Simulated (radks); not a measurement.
Isoelectronic series with 1 electrons, each ion in its NIST ground configuration. Calculated with a radial shooting solver on a logarithmic mesh with Libxc functionals: non-relativistic Kohn-Sham, LDA (Slater exchange, Perdew-Wang correlation), spin-unpolarised, spherical densities, point nucleus. Total energies (hartree) and screening constants sigma, defined by e = -(Z - sigma)^2 / (2 n^2) hartree:

ion    configuration  E (hartree)     1s
H                1s1     -0.44567  0.317
Be3+             1s1     -7.67831  0.327
N6+              1s1    -23.89358  0.331
Ne9+             1s1    -49.10397  0.333
Al12+            1s1    -83.31198  0.334
S15+             1s1   -126.51857  0.335
K18+             1s1   -178.72419  0.336
Ti21+            1s1   -239.92914  0.337
Mn24+            1s1   -310.13357  0.337
Ni27+            1s1   -389.33759  0.337
Ga30+            1s1   -477.54130  0.338
Se33+            1s1   -574.74474  0.338
Rb36+            1s1   -680.94796  0.338
Zr39+            1s1   -796.15099  0.338
Tc42+            1s1   -920.35386  0.338
Pd45+            1s1  -1053.55659  0.339
In48+            1s1  -1195.75919  0.339
Te51+            1s1  -1346.96169  0.339
